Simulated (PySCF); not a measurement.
Species: sum formula H$_{6}$BN$_{2}$O (charge +1, singlet). It need not be the lowest isomer of its formula. SMILES: B(N)([OH2+])N
Coordinates optimised at B3LYP-D3(BJ)/def2-TZVP (Ansatz):
```
B
N 1 1.3819
H 2 1.0074 1 125.06
H 2 1.0082 3 112.77 1 -170.13
N 1 1.3820 2 133.56 3 -156.08
H 5 1.0073 1 125.49 2 -156.58
H 5 1.0083 6 112.62 1 -170.92
O 1 1.5293 2 112.85 3 23.65
H 8 0.9706 1 122.73 2 -157.37
H 8 0.9709 9 113.76 1 167.77
```
Charge +1, spin multiplicity 1.

Dispersion corrections to the total energy (kcal/mol) from the dftd3 and dftd4 libraries through PySCF: D3(BJ) without and D4 with the three-body term, each with the damping fitted for the functional named.

| functional | D3(BJ) | D4 |
|---|---|---|
| TPSS | -4.22 | -3.65 |
| BLYP | -7.06 | -6.15 |
| BHLYP | ? | -2.90 |
| HF | -28.32 | -10.67 |
| revPBE | -8.99 | ? |
| LC-wPBE | -3.02 | -2.96 |
| B2GP-PLYP | -1.78 | ? |

Question: Fill in the missing entries.

Answer: 
- BHLYP, D3(BJ): -4.31
- revPBE, D4: -9.71
- B2GP-PLYP, D4: -1.10
